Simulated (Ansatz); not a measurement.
H₃AlO₃, triplet, geometry from GFN2-xTB (such geometries of metal compounds can be far from the true shape) (a higher spin typed on purpose: for a closed-shell molecule this is an excited state); PBE0/cc-pV(D+d)Z (Ansatz, a first-principles code).

Here is a job for Ansatz.
Ansatz 0.2 input:
```yaml
crystal:
  periodic: [false, false, false]
  atoms:
    - {symbol: Al, position_ang: [-0.22841955, 0.05198431, -0.19812719]}
    - {symbol: O, position_ang: [-1.15594784, -1.40873912, 0.09104506]}
    - {symbol: H, position_ang: [-1.46483008, -2.25130268, 0.42031577]}
    - {symbol: O, position_ang: [0.31746567, 1.59956304, -0.81833010]}
    - {symbol: H, position_ang: [0.81311131, 2.39962251, -0.98560544]}
    - {symbol: O, position_ang: [1.06867076, -0.24321083, 0.92694667]}
    - {symbol: H, position_ang: [1.77966422, -0.40502054, 1.54365019]}
basis:
  gaussian:
    orbitals: cc-pV_D+d_Z.json
hamiltonian:
  xc: pbe0
magnetization: {spin_polarized: true, initial_magnetization: 2}
```
The basis file holds cc-pV(D+d)Z in the JSON format of the Basis Set Exchange.

Problem. What does Ansatz print? Leave out banner, timings and long lists.

Solution. 
```
Functional definition: PBE0
762 factors; integrals over basis functions are off by at most 1.4e-3 eV
mean field evaluation 1: about -12767.9464 eV, gradient 4.8e1 eV
mean field evaluation 2: about -12757.6697 eV, gradient 7.0e1 eV
mean field evaluation 4: about -12775.8056 eV, gradient 4.6e0 eV
mean field evaluation 8: about -12776.0438 eV, gradient 5.3e-1 eV
mean field evaluation 16: about -12776.0453 eV, gradient 3.4e-4 eV
mean field evaluation 32: about -12774.8511 eV, gradient 9.8e0 eV
mean field -12776.04532361 eV, -469.5110057282 hartree, gradient 2.1e-5 eV, S^2 2.008654; 3 other end points of the search recorded, 0 dependent functions left out
reference -12776.04535393 eV, -469.5110068424 hartree; 21, 19 occupied and 59, 61 virtual orbitals, 762 factors
Total energy: -12776.04535393 eV, -469.5110068424 hartree
```
